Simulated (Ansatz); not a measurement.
Basis-set extrapolation for CH$_{4}$BFOS (`COB(F)S`) (PBE0-D4/def2-TZVP geometry, frozen core, Ansatz 0.2.0). Multiplicity 1, RHF reference.

```csv
,def2-TZVPP,def2-QZVPP
HF,-636.969321,-636.991563
MP2 correlation,-0.926274,-1.002822
CCSD(T) correlation,-0.997216,-1.069574
```

Energies in hartree. Use E(X) = E(∞) + A·exp(−7.88·√X) for Hartree–Fock and E(X) = E(∞) + B·X^(−2.97) for correlation, with X = 3 and 4.

What is the CCSD(T) energy at the basis-set limit?

HF limit: -636.991563 + (-0.022242) × 0.13774 = -636.99463. Correlation limit: -1.069574 + (-0.072358) × 0.74074 = -1.12317. Total: -638.11780 hartree, 397.1 kJ/mol below CCSD(T)/def2-TZVPP.
